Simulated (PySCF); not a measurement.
An equivalent PySCF input for Sm⁴⁶⁺ (samarium, charge +46), [Ne] 3s2 3p4, high-spin 3P determinant, with the non-relativistic Hamiltonian (point nucleus):

```python
from pyscf import gto, scf, dft, mp, cc
mol = gto.M(atom="Sm 0 0 0", charge=46, spin=2, symmetry="D2h",
            basis=gto.etbs([(0, 16, 9.2, 2.5), (1, 10, 12, 2.5), (2, 4, 52, 2.7), (3, 4, 77, 2.7)]))
mf = scf.UHF(mol)
mf.irrep_nelec = {'Ag': (3, 3), 'B1u': (2, 1), 'B2u': (2, 2), 'B3u': (2, 1)}
mf.kernel()
```

It reaches the same state as the run whose output follows, and the same energy. The run itself started from symmetry-adapted Hartree-Fock orbitals and held the occupation by maximum overlap, so the iterations belong to that start.

```
SCF conv_tol = 1e-09
number electrons alpha = 9  beta = 7
cycle= 1 E= -8066.71404029291  delta_E= -0.00882  |g|= 0.0759  |ddm|= 0.0347
cycle= 2 E= -8066.71427659466  delta_E= -0.000236  |g|= 0.0136  |ddm|= 0.00593
cycle= 3 E= -8066.71428454246  delta_E= -7.95e-06  |g|= 0.000104  |ddm|= 0.00129
cycle= 4 E= -8066.71428454269  delta_E= -2.3e-10  |g|= 3.97e-06  |ddm|= 6.43e-06
converged SCF energy = -8066.71428454269  <S^2> = 2.000722  2S+1 = 3.0004813
```

A non-relativistic calculation at this Z misses sizeable relativistic shifts. Spin-orbit coupling is strong in this species (close to jj coupling), so the high-spin LS determinant is a model state, not a physical level.
